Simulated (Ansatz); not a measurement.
System: C$_{4}$H$_{5}$GeS, charge -1, multiplicity 1. It need not be the lowest isomer of its formula. Whether it binds its extra electron was not tested at this geometry. 
Coordinates optimised at B3LYP-D3(BJ)/def2-TZVP (Ansatz, a quantum-chemistry and plane-wave program):
SMILES: [GeH3][c]1[c-]ccs1
```xyz
11

Ge     1.6909     0.1682     0.2938
C     -0.2151     0.1987     0.1297
C     -1.0557     1.0906     0.7242
C     -2.4041     0.7576     0.3390
C     -2.5581    -0.3222    -0.4960
S     -1.0543    -1.0477    -0.8990
H      2.3328    -0.9938    -0.5253
H      2.1938    -0.0236     1.7519
H      2.3864     1.4644    -0.2080
H     -3.2759     1.3147     0.6763
H     -3.4789    -0.7283    -0.8947
```
Charge -1, spin multiplicity 1.

Total electronic energies in hartree. Valence correlation only, unless marked. No spin-orbit coupling. Frozen are the shells of the preceding noble gas and the d and f shells that filled before the atom's block. No relativistic terms. CBS marks a two-point X^-3 extrapolation of the correlation energy; Hartree-Fock from the larger set. The bracket is a focal-point correction in the basis named.

The Hartree-Fock reference is unstable (checked in the largest basis), which strains HF and MP2. 

| level | program | energy (Eh) |
|---|---|---|
| HF/def2-TZVPP | Ansatz | -2627.26163 |
| PBE-D4/def2-TZVPD | Ansatz + dftd4 | -2629.98294 |
| PBE0/STO-3G | Ansatz | -2599.69021 |
| PBE0/def2-SVP | Ansatz | -2629.48388 |
| r2SCANh/def2-TZVPD | Ansatz | -2630.50898 |
| HSE06-D4/def2-TZVPD | Ansatz + dftd4 | -2630.05793 |
| CAM-B3LYP-D4/def2-TZVPD | Ansatz + dftd4 | -2630.69898 |
| LC-wPBE/def2-TZVPD | Ansatz | -2630.13799 |
| wB97X-V/def2-TZVPD | Ansatz | -2630.35251 |
| SCS-MP2/STO-3G | Ansatz | -2597.52346 |
| SCS-MP2/def2-SVP | Ansatz | -2627.42463 |
| CCSD/def2-SVPD | Ansatz | -2627.54672 |
| CCSD/def2-TZVPP | Ansatz | -2628.24072 |
| RI-MP2/CBS(def2-TZVPPD,def2-QZVPPD)+[CCSD(T)-MP2]/def2-TZVPPD | Ansatz | -2628.4707 |
| CCSD(T)/CBS(def2-TZVPPD,def2-QZVPPD) | Ansatz | -2628.4591 |

Totals of different functionals don't rank their quality; only differences between species are comparable.
